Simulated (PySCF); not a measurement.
## The third ionisation energy along the second row

Calculated with PySCF 2.14 from differences of total energies of unrestricted determinants, without spin-orbit coupling. Values in eV. The last column holds reference values (NIST; (s) semi-empirical, (t) theoretical, else measured). Unmarked ones compare directly (S terms, centres of terms, or small fine structure); those marked * lie between the lowest fine-structure levels and include a spin-orbit shift.

```csv
element,configurations,UHF,MP2 (valence),SCS-MP2 (valence),CCSD (valence),CCSD(T) (valence),reference
"Be (x2c-TZVPall, spin-free X2C)",1s2 → 1s1,152.81,153.53,153.68,153.62,153.62,153.90 (t)
"B (x2c-TZVPall, spin-free X2C)",[He] 2s1 → 1s2,37.821,n/a,n/a,n/a,n/a,37.931
"C (x2c-TZVPall, spin-free X2C)",[He] 2s2 → [He] 2s1,45.795,46.952,47.183,47.771,47.771,47.888
"F (x2c-TZVPall, spin-free X2C)",[He] 2s2 2p3 → [He] 2s2 2p2,62.248,62.816,62.563,62.597,62.598,62.708 (s) *
"Ne (x2c-TZVPall, spin-free X2C)",[He] 2s2 2p4 → [He] 2s2 2p3,61.847,63.001,63.091,63.039,63.053,63.423 *
```

"Valence" correlates the outer s and p shells and, in groups 3 to 12 and the f block, the outer d or f shell, open or full, or the next shell where the ion has no valence electron left; the wider scheme adds the next inner shell.
